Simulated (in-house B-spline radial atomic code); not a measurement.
Ca⁸⁺. Computed with a B-spline radial atomic code. Model: all-electron spherical atom, spin shells full or empty, radial basis limit, no spin-orbit coupling, Breit or QED, empty-state partial waves extrapolated as (l+1/2)^-4, RPA, G0W0 and static COHSEX of the highest shell as one setting changes (uncorrelated shells keep exact exchange).

Given: element Ca; charge 8; filled core Ne; hamiltonian one-electron scalar X2C; mean-field start r2SCAN; highest l of empty states 9; nuclear rms radius 3.4776 fm; highest mean-field shell 3s.

Shell: 3s 1 1 (electrons up and down).

```tsv
lowest nl shells left uncorrelated	RPA correlation energy (hartree)	G0W0 level (eV)	G0W0 minus most complete (meV)	COHSEX level (eV)	removal by RPA minus most complete (meV)
0	-0.79164	-189.31	0	-192.69	0
1	?	?	?	?	?
2	?	?	?	?	?
3	-0.13154	-188.92	381.2	-192.15	-434.5
```

(1) What follows for lowest nl shells left uncorrelated = 1?

(2) What follows for lowest nl shells left uncorrelated = 2?

## Answers

(1) RPA correlation energy -0.65605 hartree; G0W0 level -189.3 eV; G0W0 minus most complete 5.2 meV; COHSEX level -192.68 eV; removal by RPA minus most complete -2.1 meV.

(2) RPA correlation energy -0.51006 hartree; G0W0 level -189.35 eV; G0W0 minus most complete -40.9 meV; COHSEX level -192.76 eV; removal by RPA minus most complete 29.2 meV.
